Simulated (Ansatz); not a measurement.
System: SnH (charge +1, singlet). 
Structure (B3LYP-D3(BJ)/def2-TZVP (Ansatz, a quantum-chemistry and plane-wave program) minimum search):
```
Sn
H 1 1.7670
```
Charge +1, spin multiplicity 1.

Parts of the frozen-core correlation energy in def2-SVP (Ansatz, hartree). Frozen orbitals: 9; correlated occupied orbitals by spin: 2 and 2; virtual: 20 and 20. Spin-orbit coupling is left out. In def2 rows, elements after Kr have scalar-relativistic effective core potentials.

| term | value |
|---|---|
| reference (HF) | -213.65006 |
| MP2 opposite-spin | ? |
| MP2 same-spin | ? |
| CCSD correlation | ? |
| (T) | -0.00081 |
| CCSDT minus CCSD(T) | -0.00026 |
| CCSDT(Q) minus CCSD(T) | -0.00029 |
| T1 diagnostic | 0.011 |
| largest doubles amplitude | 0.091 |

**Question.** What belongs in the gaps?

**Answer.** 
- MP2 opposite-spin, value: -0.04553
- MP2 same-spin, value: -0.00260
- CCSD correlation, value: -0.06725
